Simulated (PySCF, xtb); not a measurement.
Al(Me)(SiH3)2 (CH9AlSi2), SMILES [CH3][Al]([SiH3])[SiH3].

GFN2-xTB (xtb) at its own geometry gives an orbital gap of 3.00 eV and a dipole moment of 1.18 D.

Geometry optimised at ωB97X-D3(BJ)/def2-SVP. The structure was generated by enumeration; whether it is a known compound was not checked.

### Question
What does PySCF with PBE/def2-TZVP give? (The exact figures need the calculation; the answer reports its results.)

### Answer
gap 3.26 eV (levels -6.05 and -2.79 eV), dipole 1.30 D.
